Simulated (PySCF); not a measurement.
One of the candidates below gave these computed data.

All candidates are C6H9F2N.

* 1H NMR: chemical shifts (computed TMS as zero) by class: 10.49 (1 H), 6.22 (1 H), 2.77 (1 H), 2.57 (1 H), 2.35 (1 H), 2.20 (1 H), 2.19 (1 H), 1.78 (1 H), 1.73 (1 H) ppm [GIAO PBE0/pcSseg-1]
* Rotational structure: rotational constants A, B, C: 3.246, 1.000, 0.891 GHz [GFN2-xTB]
* NMR, other nuclei: isotropic shieldings of nuclei other than C and H, by class: -73 (1 N), 310 (1 F), 330 (1 F) ppm [GIAO PBE0/pcSseg-1]
* Dipole: 3.76 D [PBE0/pcSseg-1]
* 13C NMR: chemical shifts (computed TMS as zero) by class: 188.5 (1 C), 122.5 (1 C), 47.4 (1 C), 38.3 (1 C), 36.2 (1 C), 28.4 (1 C) ppm [GIAO PBE0/pcSseg-1]

Electronic properties: PySCF, gas phase, density fitting. Levels stand in brackets. Geometry: GFN2-xTB, one conformer, isolated molecule. NMR classes are plain means over equivalent atoms (diastereotopic ones count apart unless rotation or inversion swaps them), as if these changed places fast.

Problem. Which candidate is it?
A. `C=C/N=C(\C)CC(F)F`
B. `FC(F)C1([C@H]2CN2)CC1`
C. `[H]/N=C1\CC[C@H](C(F)F)C1`

Solution. C. It is `[H]/N=C1\CC[C@H](C(F)F)C1`. Numbering: `[H]/[N:1]=[C:2]1\[CH2:3][CH2:4][C@H:5]([CH:6]([F:7])[F:8])[CH2:9]1`. Its formula, C6H9F2N, gives 2 degrees of unsaturation: 1 ring and 1 π bond in the structure found. 6 carbons fall into 6 classes; from least to most shielded: imine carbon [C2] (188.5 ppm), CHF2 carbon [C6] (122.5 ppm), sp3 CH carbon [C5] (47.4 ppm), ring CH2 carbon [C3] (38.3 ppm), ring CH2 carbon [C9] (36.2 ppm), ring CH2 carbon [C4] (28.4 ppm). Hydrogen classes from least to most shielded: 1 H on an imine nitrogen, N1 (10.49 ppm), 1 H on a CHF2 carbon, C6 (6.22 ppm), 1 H on a ring CH2 carbon, C9 (2.77 ppm), 1 H on a ring CH2 carbon, C9 (2.57 ppm), 1 H on an sp3 CH carbon, C5 (2.35 ppm), 1 H on a ring CH2 carbon, C3 (2.20 ppm), 1 H on a ring CH2 carbon, C3 (2.19 ppm), 1 H on a ring CH2 carbon, C4 (1.78 ppm), 1 H on a ring CH2 carbon, C4 (1.73 ppm). The other shieldings belong to: -73 ppm, imine nitrogen [N1]; 310 ppm, fluorine of a CF2 group [F7]; 330 ppm, fluorine of a CF2 group [F8]. The optimised geometry has point group C1 and is an asymmetric top.

The others, at the same levels:
- `FC(F)C1([C@H]2CN2)CC1` fails: its computed 13C shifts are 128.7 (1 C), 28.3 (1 C), 25.0 (1 C), 24.9 (1 C), 9.4 (1 C), 4.7 (1 C) ppm, 1H shifts are 5.50 (1 H), 2.56 (1 H), 1.90 (1 H), 1.28 (1 H), 1.00 (1 H), 0.67 (1 H), 0.55 (1 H), 0.15 (1 H), -0.14 (1 H) ppm and rotational constant A is 2.217 GHz (against 3.246 GHz).
- `C=C/N=C(\C)CC(F)F` fails: its computed 13C shifts are 167.6 (1 C), 149.9 (1 C), 124.7 (1 C), 99.9 (1 C), 51.6 (1 C), 21.1 (1 C) ppm, 1H shifts are 7.28 (1 H), 6.13 (1 H), 4.48 (1 H), 4.20 (1 H), 2.75 (2 H), 2.22 (3 H) ppm and rotational constant A is 3.909 GHz (against 3.246 GHz).

Each candidate is one conformer, not necessarily the lowest. Dipoles, sizes and rotational constants follow the conformer. The torsions of the flexible species, by atom-mapped SMILES:
- `[F:1][CH:2]([F:3])[C:4]1([C@H:5]2[CH2:6][NH:7]2)[CH2:8][CH2:9]1`: F1–C2–C4–C5 58°, C2–C4–C5–C6 89°
- `[CH2:1]=[CH:2]/[N:3]=[C:4](\[CH3:5])[CH2:6][CH:7]([F:8])[F:9]`: C1–C2–N3–C4 57°, N3–C4–C6–C7 -90°, C4–C6–C7–F8 -69°

The conformers of `[H]/N=C1\CC[C@H](C(F)F)C1` aren't listed.
